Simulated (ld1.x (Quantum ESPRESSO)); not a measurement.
# mercury (Hg): excitation energies, all-electron against TM

Hg (Z = 80), norm-conserving Troullier–Martins (Kleinman–Bylander form), made with ld1.x (Quantum ESPRESSO) 7.5 (LDA (PZ), scalar-relativistic). Core [Xe] 4f14, reference 5d10 6s2 6p0. Waves: 6s (bound): rc 2.00 bohr; 6p (bound, empty): rc 2.10 bohr; 5d (bound): rc 1.66 bohr. Local part: the d channel. Core correction: Bessel-smoothed model core, default radius (core density twice the valence density).

Energies are relative to the spin-unpolarised reference configuration 5d10 6s2 6p0; without spin polarisation the order of configurations can differ from experiment. Spin-polarised rows fill each open shell by Hund’s rule, majority spin first.

```tsv
valence configuration	charge	ΔE all-electron (eV)	error AE − PS (meV)
5d10 6s1 6p0	+1	11.048	-11
5d10 6s0 6p0	+2	30.444	-48
5d9 6s0 6p0	+3	66.256	-57
5d9 6s2 6p0	+1	15.732	-37
5d9 6s2 6p1	0	10.356	-67
5d10 6s0 6p1	+1	18.587	-37
5d9 6s0 6p0 (spin-polarised)	+3	66.104	-55
```

(1) What are ΔE and the potential's error for 5d10 6s1 6p1?

(2) What are ΔE and the potential's error for 5d10 6s1 6p0 (spin-polarised)?

Levels in the configuration 5d10 6s0 6p0:

| level | all-electron (eV) | pseudo (eV) |
| --- | --- | --- |
| 5d | -29.072 | -29.030 |

Note: ghost states, extra bound levels that the all-electron valence spectrum of the same l lacks: s at -77.5 eV, p at -12.5 eV. A true bound ghost makes a file unfit for plane-wave use.

## Answers

(1) ΔE = 6.163 eV all-electron; the error (AE − PS) is -5.6 meV.

(2) ΔE = 10.887 eV all-electron; the error (AE − PS) is -11 meV.

These tests converged, but a pseudo level misses the all-electron one widely, so the file describes the atom poorly there or has found another state: 5d9 6s0 6p0: empty 6p by 3.5 eV (a node warning on the way).
